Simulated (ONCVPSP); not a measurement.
## u(r) = r·R(r): atom against pseudo-atom (Sb)

Columns: radius, all-electron u(r) and pseudo u(r) of the 4p shell (level -101.79 eV) of antimony in the configuration [Ar] 3d10 4s2 4p6 4d10 5s2 5p3; PBE, scalar-relativistic, ONCV scheme, ONCVPSP 4.0.1.

```
r (bohr)  all-electron  pseudo
   0.070        0.4453  0.0274
   0.140       -0.1419  0.1068
   0.210       -0.6378  0.2298
   0.280       -0.6303  0.3844
   0.350       -0.2876  0.5556
   0.420        0.1660  0.7276
   0.490        0.5852  0.8854
   0.560        0.9066  1.0168
   0.630        1.1156  1.1128
   0.700        1.2225  1.1685
   0.770        1.2490  1.1839
   0.840        1.2173  1.1623
   0.910        1.1476  1.1099
   0.980        1.0558  1.0344
   1.050        0.9535  0.9439
   1.120        0.8488  0.8459
   1.190        0.7472  0.7467
   1.260        0.6519  0.6517
   1.330        0.5645  0.5644
   1.400        0.4859  0.4858
   1.470        0.4162  0.4161
   1.540        0.3551  0.3550
   1.610        0.3018  0.3017
   1.680        0.2558  0.2557
   1.750        0.2162  0.2161
   1.820        0.1824  0.1823
```

How many radial nodes do the two functions have?

The all-electron 4p function has n − l − 1 = 2; the pseudo-wave has 0, since the states of the same l below it are removed with the core.

At about which radius was the pseudo-wave matched?

1.25 bohr, where the columns begin to agree (steps of 0.07 bohr).

Is the pseudo-wave norm-conserving?

Yes: the ONCV scheme keeps the norm inside the radius equal to the all-electron one, which fixes the energy derivative of the logarithmic derivative at the level.
